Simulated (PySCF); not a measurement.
Some computed properties have been withheld. Give your best values.

Compound: BH6NOSi.
SMILES: `NBO[SiH3]`

Conformer (atom-mapped SMILES and torsion angles): `[NH2:1][BH:2][O:3][SiH3:4]`: N1–B2–O3–Si4 -2°, H–N1–B2–O3 -179°, H–N1–B2–O3 -1°.

```tsv
property	level	value
rotational constants A, B, C	PBE0-D3(BJ)/def2-SVP	?
dipole moment	B3LYP/def2-SVPD	1.95 D
HOMO energy	B3LYP/def2-SVPD	-7.84 eV
LUMO energy	B3LYP/def2-SVPD	?
lowest singlet excitation	TDDFT B3LYP/def2-SVPD	?
strongest line among the 10 lowest singlet transitions	TDDFT B3LYP/def2-SVPD	S4 at 7.75 eV (160 nm, f = 0.102)
lowest triplet excitation (Tamm–Dancoff)	TDA B3LYP/def2-SVPD	?
static isotropic polarisability	B3LYP/def2-SVPD	54.8 au
vertical ionisation energy	ΔSCF B3LYP/def2-SVPD	10.20 eV
electronic spatial extent ⟨r²⟩ about the centre of nuclear charge	B3LYP/def2-SVPD	467 bohr²
1H chemical shifts (computed TMS as zero) by class	GIAO PBE0/pcSseg-1	?
isotropic shieldings of nuclei other than C and H, by class	GIAO PBE0/pcSseg-1	75 (1 B), 181 (1 N), 254 (1 O), 399 (1 Si) ppm
core binding energies	ΔSCF SCAN, pcX-2 on the ionised atom, pcseg-1 elsewhere, spin-free X2C, 2p3/2 from a spin–orbit splitting computed afterwards within the 2p shell	Si2p3/2 107.6, B1s 196.6, N1s 405.2, O1s 538.0, Si1s 1847.5 eV
```

Electronic properties: PySCF, gas phase, density fitting. Isolated species at its PBE0-D3(BJ)/def2-SVP geometry (one conformer only). NMR classes are plain means over equivalent atoms (diastereotopic ones count apart unless rotation or inversion swaps them), as if these changed places fast; in this geometry the members of some classes differ.

Problem. The lowest triplet excitation (Tamm–Dancoff)?

Solution. 6.51 eV.

Problem. Give the LUMO energy.

Solution. -0.12 eV.

Problem. What are the 1H chemical shifts (computed TMS as zero) by class?

Solution. 4.98 (3 H), 4.26 (1 H), 2.88 (2 H) ppm.

Problem. What are the rotational constants A, B, C?

Solution. 16.333, 3.207, 2.768 GHz.

Problem. Give the lowest singlet excitation.

Solution. 6.71 eV (185 nm, f = 0.024).

With B = h/(8π²I), that is 505.379 GHz u Å² over I, the principal moments of inertia are 30.9, 157.6 and 182.6 u Å² (most abundant isotopes); the inertial defect Ic − Ia − Ib is -5.9 u Å² (zero for a rigid planar frame, negative otherwise). The polarisability is 8.13 Å³ as a volume (1 au = 0.148185 Å³), or 1.37 au for each of the 40 electrons. The 10 singlets span 6.71 to 8.27 eV, and their oscillator strengths add up to 0.25. The principal polarisabilities are 46.8, 54.0 and 63.7 au; their mean is the isotropic value. In atomic units the dipole is 0.77 e·bohr (1 au = 2.5417 D).
